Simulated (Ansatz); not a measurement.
The cluster Sn₃H₂⁺. Charge 1, multiplicity 2. Geometry PBE-D4/def2-SVP, that of the neutral singlet; atoms count from 1.

Cartesian coordinates in Å:
```
Sn 0.551 0.152 -1.808
Sn 1.681 0.358 0.801
Sn -1.242 -0.289 0.561
H -1.262 -0.253 -1.550
H 0.272 0.033 1.996
```

In the def2 sets Sn takes a core potential; there is no spin–orbit coupling. The structure comes from a short search, and lower isomers may exist.

Q: Estimate the Mulliken populations from the PBE0/def2-TZVP orbitals of Ansatz.

A: 
| atom | charge (e) | spin (α − β) |
| --- | --- | --- |
| Sn1 | 0.30 | 0.34 |
| Sn2 | 0.30 | 0.34 |
| Sn3 | 0.33 | 0.35 |
| H4 | 0.04 | -0.02 |
| H5 | 0.04 | -0.02 |
Mulliken values depend strongly on the basis.

Q: Where does the spin sit?

A: Summed by element: Sn 1.04, H -0.04, of 1 unpaired in all. Largest on single atoms: Sn3 0.35, Sn2 0.34, Sn1 0.34.

Q: And the Mayer bond orders between heavy atoms (over 0.3)?

A: Sn1–Sn2 0.86 (2.85 Å); Sn1–Sn3 0.79 (3.00 Å); Sn2–Sn3 0.79 (3.00 Å).
